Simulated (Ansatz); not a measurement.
One change: `NC(N)=C[SiH3]` becomes `N/C(F)=C/[SiH3]`.

Ansatz, PBE0-D4/def2-TZVP geometries, multiplicity 1. Each molecule was computed in one conformer, which needn't be the lowest.

| property | `NC(N)=C[SiH3]` |
| --- | --- |
| size of the dipole moment (PBE/def2-TZVPP) / D | 2.73 |
| HOMO–LUMO gap (PBE/def2-TZVPP) / eV | 4.55 |
| size of the dipole moment (B3LYP/def2-TZVPP) / D | 2.64 |
| HOMO–LUMO gap (ωB97M-V/def2-TZVPP) / eV | 10.26 |
| size of the dipole moment (ωB97M-V/def2-TZVPP) / D | 2.68 |
| LUMO energy (B3LYP/def2-TZVPP) / eV | 0.36 |

Give the same properties after the change, and the shifts. (An estimate is asked.)

Ansatz gave: 
| property | `N/C(F)=C/[SiH3]` | shift |
| --- | --- | --- |
| size of the dipole moment (PBE/def2-TZVPP) / D | 3.44 | 0.71 |
| HOMO–LUMO gap (PBE/def2-TZVPP) / eV | 4.72 | 0.17 |
| size of the dipole moment (B3LYP/def2-TZVPP) / D | 3.37 | 0.73 |
| HOMO–LUMO gap (ωB97M-V/def2-TZVPP) / eV | 10.76 | 0.50 |
| size of the dipole moment (ωB97M-V/def2-TZVPP) / D | 3.36 | 0.68 |
| LUMO energy (B3LYP/def2-TZVPP) / eV | 0.02 | -0.34 |

With PBE0 the HOMO falls by 0.60 eV and the LUMO falls by 0.37 eV, so the gap widens by about 0.23 eV. PBE moves the HOMO by -0.54 eV and ωB97M-V by -0.62 eV. Dipoles are sizes alone; their direction can turn.

B3LYP here is the variant with VWN-RPA as its local correlation; programs differ in this.
